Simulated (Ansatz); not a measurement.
Ideal-gas functions of CH$_{3}$F$_{2}$GeN, SMILES `F[C@@H]1[NH][Ge@@H]1[F]` at 600 K and 1 bar, from an Ansatz frequency run at PBE0-D4/def2-TZVP.

Molar mass 139.65 g/mol, point group C1 (symmetry number 1), electronic degeneracy 1, moments of inertia 85.739, 187.921, 235.481 u Å². Harmonic wavenumbers (cm⁻¹, unscaled): 109, 199, 263, 283, 462, 528, 628, 682, 698, 738, 983, 1088, 1171, 1184, 1345, 2211, 3109, 3603.

Use S(trans) = R[1.5 ln M + 2.5 ln T − 1.1517]; rotational temperatures θ = 24.2544 K / I; S(rot) = R[ln(√π/σ · √(T³/θAθBθC)) + 1.5]; for each mode x = 1.438777 ν̃/T, S = R[x/(eˣ − 1) − ln(1 − e⁻ˣ)] and H = RT x/(eˣ − 1); 1 cm⁻¹ = 0.0119627 kJ/mol; R = 8.31446 J/(mol·K).

Question: By hand: the entropy, in J/(mol·K).

Answer: Translation 185.0. Rotation: θ = 0.2829, 0.1291, 0.103 K, giving 120.2. Vibration, mode by mode: 19.49, 14.54, 12.28, 11.70, 7.88, 6.89, 5.65, 5.09, 4.94, 4.58, 2.88, 2.36, 2.02, 1.97, 1.45, 0.26, 0.04, 0.01, in all 104.0. Electronic 0.0. Sum 409.2 J/(mol·K).

Question: By hand: H − E and G − E in kJ/mol, counted from the electronic energy.

Answer: Zero-point energy ½ × 19284 × 0.0119627 = 115.3; thermal vibration 33.3; translation, rotation and pV give 4 RT = 20.0. H − E = 168.6 kJ/mol, and G − E = 168.6 − 600 × 409.2/1000 = -76.9 kJ/mol.

Vibration gives 25 % of the entropy, 19.5 J/(mol·K) of it from the mode under 150 cm⁻¹: soft modes count most, and the harmonic formula is weakest for them. The sum counts one conformer and one mirror image; others add a mixing term.
